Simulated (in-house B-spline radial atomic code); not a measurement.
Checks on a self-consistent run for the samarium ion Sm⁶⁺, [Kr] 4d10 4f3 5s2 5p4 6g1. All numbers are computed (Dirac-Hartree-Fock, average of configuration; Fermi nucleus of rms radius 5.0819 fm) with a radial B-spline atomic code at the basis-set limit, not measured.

```tsv
orbital	q	ε (Eh)	<1/r>	<r²>	small-component weight
1s1/2	2	-1735.15614	68.8099	0.000704672	0.053121
2s1/2	2	-291.12686	16.371	0.0110337	0.011695
2p1/2	2	-275.44404	16.3089	0.00806981	0.011695
2p3/2	4	-253.23170	14.5489	0.00930645	0.010901
3s1/2	2	-68.82152	5.96902	0.0736137	0.0036888
3p1/2	2	-62.05682	5.87086	0.0690308	0.003616
3p3/2	4	-57.46477	5.43156	0.0760737	0.003401
3d3/2	4	-45.89056	5.29011	0.061281	0.0032604
3d5/2	6	-44.90768	5.1797	0.0632591	0.0031971
4s1/2	2	-17.65445	2.48294	0.371959	0.0011524
4p1/2	2	-14.96165	2.37532	0.393783	0.0010783
4p3/2	4	-13.92352	2.23774	0.429029	0.0010128
4d3/2	4	-9.41903	2.02846	0.488629	0.00085984
4d5/2	6	-9.22824	1.99275	0.502447	0.00084015
4f5/2	1.2857	-4.25799	1.60574	0.706378	0.00056824
4f7/2	1.7143	-4.23366	1.59443	0.715414	0.0005621
5s1/2	2	-5.13317	1.03314	1.84822	0.00029232
5p1/2	1.3333	-4.27395	0.957445	2.13034	0.00025993
5p3/2	2.6667	-4.07657	0.91315	2.29762	0.00024393
6g7/2	0.44444	-0.69247	0.205419	41.9882	2.0316e-05
6g9/2	0.55556	-0.69257	0.205475	41.9713	2.033e-05
```

Electron-electron repulsion V_ee = 3602.7728 hartree.

What total energy follows from the eigenvalues?

The eigenvalues count the repulsion twice, so E = Σqε - V_ee = -6815.237 - 3602.773 = -10418.010 hartree; the run printed -10418.010.

Does the Dirac virial theorem hold?

For a point nucleus E = -2c²Σq·w, with w the small-component weight. Here Σq·w = 0.27735 and c = 137.0360, so the ratio E/(-2c²Σq·w) is 1.000117; the finite nucleus accounts for the departure from 1.

What diamagnetic shielding (Lamb formula) and susceptibility (Langevin formula) do the radii give?

σ = (α²/3)Σq<1/r> = 408.339/(3·137.036²) = 7248.2 ppm, and χ = -0.79199×10⁻⁶·Σq<r²> = -52.5×10⁻⁶ cm³/mol with Σq<r²> = 66.285 bohr². Both are non-relativistic formulas without the paramagnetism of open shells; for so heavy an element the full relativistic shielding is larger by tens of per cent.
